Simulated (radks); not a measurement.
All-electron atom: P+ in [Ne] 3s2 3p2.

Calculated with a radial shooting solver on a logarithmic mesh with Libxc functionals: Dirac Kohn-Sham, PBE, spin-unpolarised, spherical densities, finite nucleus; open shells fill j = l - 1/2 first; Fermi nuclear charge, rms radius 3.1889 fm.

Energy parts (hartree):
part                      energy
total                 -341.54816
kinetic                342.82530
electron-nucleus      -809.74492
Hartree                148.09299
exchange-correlation   -22.72154

Orbitals (lengths in bohr, moments of r in powers of bohr; <r^-3> diverges for s and p1/2; r(90%) holds 90 % of the orbital's charge):
| orbital | occ. | eigenvalue (hartree) | <1/r> | <r^-3> | r(90%) | <r^4> | small-component weight |
|---|---|---|---|---|---|---|---|
| 1s1/2 | 2 | -76.98208 | 14.65 | - | 0.185 | 0.0005400 | 2.83e-03 |
| 2s1/2 | 2 | -6.78269 | 2.825 | - | 0.816 | 0.1898 | 4.17e-04 |
| 2p1/2 | 2 | -4.98689 | 2.723 | - | 0.809 | 0.1890 | 3.96e-04 |
| 2p3/2 | 4 | -4.95316 | 2.706 | 62.94 | 0.812 | 0.1922 | 3.94e-04 |
| 3s1/2 | 2 | -0.85502 | 0.7506 | - | 2.74 | 24.01 | 6.15e-05 |
| 3p1/2 | 2 | -0.52335 | 0.6308 | - | 3.30 | 50.29 | 4.63e-05 |
| 3p3/2 | 0 | -0.52094 | 0.6285 | 4.546 | 3.31 | 50.89 | 4.61e-05 |

The highest occupied level is 3p1/2 at -14.241 eV. The electron density at the nucleus is 2390 e/bohr^3. Summed over all electrons, <r^2> = 20.79 bohr^2, which gives a Langevin (diamagnetic) susceptibility term of -16.5 x 10^-6 cm^3/mol. The density falls to 0.001 e/bohr^3 at r = 3.83 bohr.
